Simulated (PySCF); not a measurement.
# Magnetic susceptibility: `InChI=1S/C4H2F4O2/c5-2-1-9-3(10-2)4(6,7)8/h1,3H/t3-/m0/s1`

Cartesian coordinates in Å; atom numbers follow the order of the lines, from 1:
```xyz
12

F     2.490    0.764   -1.260
C     1.582    0.201   -0.501
C     1.334   -1.070   -0.219
O     0.260   -1.128    0.661
C    -0.184    0.195    0.808
C    -1.595    0.345    0.161
F    -2.051    1.592    0.283
F    -1.571    0.046   -1.138
F    -2.480   -0.464    0.747
O     0.716    1.050    0.158
H     1.781   -1.994   -0.511
H    -0.280    0.462    1.873
```

Level of theory: GIAO KT3/pcSseg-1 magnetisability, rotational g tensor and spin-rotation constants, non-relativistic, gas phase in PySCF 2.14.0. Geometry: GFN2-xTB.

Question: How diamagnetic is it, and how anisotropic?

Answer: Isotropic -1073 × 10⁻³⁰ J/T², or -64.6 × 10⁻⁶ cm³/mol; principal values -1115, -1056, -1050 × 10⁻³⁰ J/T², anisotropy 62 × 10⁻³⁰ J/T² (root of half the summed squared differences of the principal values). The susceptibility is in cgs units.

Question: Split it along the inertial axes a, b, c into diamagnetic and paramagnetic parts about the centre of mass, with the quadrupole moment.

Answer: 
```csv
axis,χ (10⁻⁶ cm³/mol),diamagnetic (10⁻⁶ cm³/mol),paramagnetic (10⁻⁶ cm³/mol),summed x² of all electrons (Å²),quadrupole Θ (D Å)
a,-65.4,-490.5,425.0,238.3,-0.56
b,-64.8,-1187.8,1123.0,73.9,-1.92
c,-63.7,-1324.7,1261.0,41.7,+2.47
```
Anisotropies 2χaa − χbb − χcc = -2.4 and 2χbb − χaa − χcc = -0.3 × 10⁻⁶ cm³/mol. Θ is traceless in Buckingham's convention.

Question: And the rotational g tensor?

Answer: 
| axis | rotational constant (GHz) | g | nuclear part | electronic part |
| --- | --- | --- | --- | --- |
| a | 2.7424 | -0.0358 | 0.5118 | -0.5476 |
| b | 0.9566 | -0.0124 | 0.4923 | -0.5047 |
| c | 0.8530 | -0.0125 | 0.4928 | -0.5053 |

Asymmetric top; isotopes 12C, 19F, 1H, 16O; no vibrational averaging.
